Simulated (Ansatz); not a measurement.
Basis-set extrapolation for `BN(B)C` (PBE0-D4/def2-TZVP geometry, frozen core, Ansatz 0.2.0). Multiplicity 1, RHF reference.

```tsv
	cc-pV(T+d)Z	cc-pV(Q+d)Z
HF	-145.855114	-145.864970
MP2 correlation	-0.592501	-0.630721
CCSD(T) correlation	-0.660162	-0.693213
```

Energies in hartree. Use E(X) = E(∞) + A·exp(−5.46·√X) for Hartree–Fock and E(X) = E(∞) + B·X^(−3.05) for correlation, with X = 3 and 4.

**Question.** What is the CCSD(T) energy at the basis-set limit?

**Answer.** HF limit: -145.864970 + (-0.009856) × 0.30130 = -145.86794. Correlation limit: -0.693213 + (-0.033051) × 0.71189 = -0.71674. Total: -146.58468 hartree, 182.2 kJ/mol below CCSD(T)/cc-pV(T+d)Z.
